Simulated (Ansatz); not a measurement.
One change: `[F][Ti]([SH])([Cl])[Cl]` becomes `[F][Ti]([F])([SH])[Cl]`.

Ansatz, PBE0-D4/def2-TZVP geometries, multiplicity 1. Each molecule was computed in one conformer, which needn't be the lowest.

Scalar relativity is left out up to krypton.

| property | `[F][Ti]([SH])([Cl])[Cl]` |
| --- | --- |
| HOMO energy (ωB97M-V/def2-TZVPP) / eV | -10.47 |
| HOMO–LUMO gap (B3LYP/def2-TZVPP) / eV | 4.40 |
| HOMO–LUMO gap (PBE0/def2-TZVPP) / eV | 4.88 |
| LUMO energy (PBE/def2-TZVPP) / eV | -4.36 |
| ideal-gas entropy at 298 K and 1 bar (rigid rotor, harmonic PBE0-D4/def2-TZVP) / J/(mol·K) | 385 |
| HOMO energy (B3LYP/def2-TZVPP) / eV | -8.11 |

Question: What does the change do to each property? (An estimate is asked.)

Answer: The calculation gave: 
```csv
property,`[F][Ti]([F])([SH])[Cl]`,shift
HOMO energy (ωB97M-V/def2-TZVPP) / eV,-10.52,-0.05
HOMO–LUMO gap (B3LYP/def2-TZVPP) / eV,4.63,0.23
HOMO–LUMO gap (PBE0/def2-TZVPP) / eV,5.13,0.25
LUMO energy (PBE/def2-TZVPP) / eV,-4.20,0.16
"ideal-gas entropy at 298 K and 1 bar (rigid rotor, harmonic PBE0-D4/def2-TZVP) / J/(mol·K)",367,-18
HOMO energy (B3LYP/def2-TZVPP) / eV,-8.16,-0.05
```

With PBE0 the HOMO falls by 0.05 eV and the LUMO rises by 0.20 eV, so the gap widens by about 0.25 eV. PBE moves the HOMO by -0.03 eV and ωB97M-V by -0.05 eV. Modes under 60 cm⁻¹, often nearly free rotors, make the harmonic entropy too high.

B3LYP here is the variant with VWN-RPA as its local correlation; programs differ in this.
